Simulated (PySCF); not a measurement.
C₂H₆MoO₂, SMILES [Mo]([CH3])(=[O])([CH3])=[O], multiplicity 1.

Coordinates come from a B3LYP-D3(BJ)/def2-SVP optimisation. The spin state was assumed, not searched. The structure was generated by enumeration; whether it is a known compound was not checked. The def2 effective core potentials stand for the cores of Mo; spin–orbit coupling is left out.

The numbers are results of PySCF with PBE/def2-TZVP, not measurements.

Symmetry labels are those of the subgroup C2v that the program uses (full group C2v).

Computed valence orbital energies around the gap with their symmetry:
```json
[
 {"orbital": "HOMO−7", "symmetry": "A1", "energy (eV)": "-10.20"},
 {"orbital": "HOMO−6", "symmetry": "B2", "energy (eV)": "-9.60"},
 {"orbital": "HOMO−5", "symmetry": "A2", "energy (eV)": "-9.14"},
 {"orbital": "HOMO−4", "symmetry": "B1", "energy (eV)": "-9.09"},
 {"orbital": "HOMO−3", "symmetry": "A1", "energy (eV)": "-8.63"},
 {"orbital": "HOMO−2", "symmetry": "A1", "energy (eV)": "-7.91"},
 {"orbital": "HOMO−1", "symmetry": "B2", "energy (eV)": "-7.39"},
 {"orbital": "HOMO", "symmetry": "B1", "energy (eV)": "-7.26"},
 {"orbital": "LUMO", "symmetry": "A1", "energy (eV)": "-3.61"},
 {"orbital": "LUMO+1", "symmetry": "A2", "energy (eV)": "-2.81"},
 {"orbital": "LUMO+2", "symmetry": "B1", "energy (eV)": "-1.34"},
 {"orbital": "LUMO+3", "symmetry": "A1", "energy (eV)": "-0.67"}
]
```
